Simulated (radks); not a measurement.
The numbers below are computed, except where a source is named.
Isoelectronic series with 11 electrons, all held in the configuration [Ne] 3s1, which need not be the ground one along the series. Code: a radial shooting solver on a logarithmic mesh with Libxc functionals. Model: scalar-relativistic Kohn-Sham, PBE, spin-polarised, spherical densities, finite nucleus; open shells are filled with parallel spins first (spin-orbit coupling, left out, can overturn this in heavy ions); Fermi nuclear charge, rms radius of each element as measured or else 0.836 A^(1/3) + 0.57 fm. Total energies (hartree) and mean radii <r> (bohr) (* marks an orbital that is empty in some or all of the ions):

ion,E (hartree),3p up*,3s up,2p down,2p up,2s down
Si3+,-287.73516,2.038,1.839,0.5335,0.5347,0.5656
Cl6+,-450.63524,1.322,1.267,0.4014,0.4021,0.4403
Ca9+,-651.22959,0.9894,0.9757,0.3222,0.3226,0.3600
V12+,-889.76574,0.7934,0.7954,0.2692,0.2694,0.3041
Fe15+,-1166.55855,0.6631,0.6719,0.2311,0.2313,0.2630
Cu18+,-1481.98299,0.5697,0.5815,0.2024,0.2025,0.2314
Ge21+,-1836.47326,0.4995,0.5124,0.1800,0.1801,0.2064
Br24+,-2230.52601,0.4446,0.4577,0.1619,0.1620,0.1861
Sr27+,-2664.70129,0.4004,0.4133,0.1471,0.1472,0.1693
